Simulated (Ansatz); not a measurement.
A barrier at the coupled-cluster level

Start structure (CH$_{9}$GeN, closed shell), relaxed at PBE0-D4/def2-TZVP:

Ge1  (-1.412, 0.876, 0.265)
N2  (0.151, 0.266, -0.491)
C3  (0.322, -1.167, -0.641)
H4  (-2.678, 0.383, -0.478)
H5  (-1.358, 2.410, 0.236)
H6  (-1.450, 0.340, 1.705)
H7  (2.146, 0.454, 1.135)
H8  (2.732, 0.366, 1.594)
H9  (0.396, 0.761, -1.337)
H10  (-0.364, -1.639, -1.359)
H11  (0.171, -1.656, 0.326)
H12  (1.345, -1.395, -0.955)
(Å)

The step: CH₇GeN ([CH3][NH][GeH3]) + H₂ → CH₅N ([CH3][NH2]) + GeH₄; bonds formed: Ge1–H8, N2–H7; bonds broken: Ge1–N2, H7–H8. Program: Ansatz 0.2.0. Basis: def2-TZVPP and def2-QZVPP. Cores are frozen in the correlated methods. Filled d shells of the heavier atoms are correlated. The def2 sets are not built for correlating such inner shells, so the correlated values are less sure here. Extrapolation: Hartree–Fock as exp(−7.88 √X), correlation as X^−2.97. Energies below are by CCSD(T) at an estimated basis limit (MP2 extrapolated from triple and quadruple zeta, plus CCSD(T) − MP2 in triple zeta).

(1) What are the electronic barrier and the energy of the step, from the start structure to the end structure? (To be estimated.)

The T1 diagnostic stays at or below 0.013.

Answers

(1) The calculation gives: Barrier 188.3 kJ/mol; step energy -28.3 kJ/mol (downhill); reverse barrier, their difference, 216.6 kJ/mol. Barrier and step energy count from the start structure, the reverse barrier from the end structure.

The saddle point: One imaginary mode of 1255i cm⁻¹.
| pair | start (Å) | saddle (Å) | end (Å) |
| --- | --- | --- | --- |
| Ge1–H8 | 4.38 | 2.10 | 1.53 |
| N2–H7 | 2.58 | 1.17 | 1.01 |
| Ge1–N2 | 1.84 | 1.99 | 3.15 |
| H7–H8 | 0.75 | 1.19 | 3.27 |

Zero-point energy (harmonic, PBE0-D4): ZPE is 235.4 kJ/mol at the start and 238.5 kJ/mol at the saddle, so the barrier goes from 188.3 to 191.4 kJ/mol.

Labels in which every atom is bracketed show which atoms are joined, not bond orders.

For scale, one of the runs: CCSD(T)/def2-TZVPP, 236 basis functions, launched by `ansatz run in.yaml --threads 4 --pin off --events-out ev --progress --plain --max-ram 9574MiB`. Hardware: 4 CPU threads of an AMD EPYC 9R45, shared host. Wall time 36 s; peak host memory 4.5 GiB.
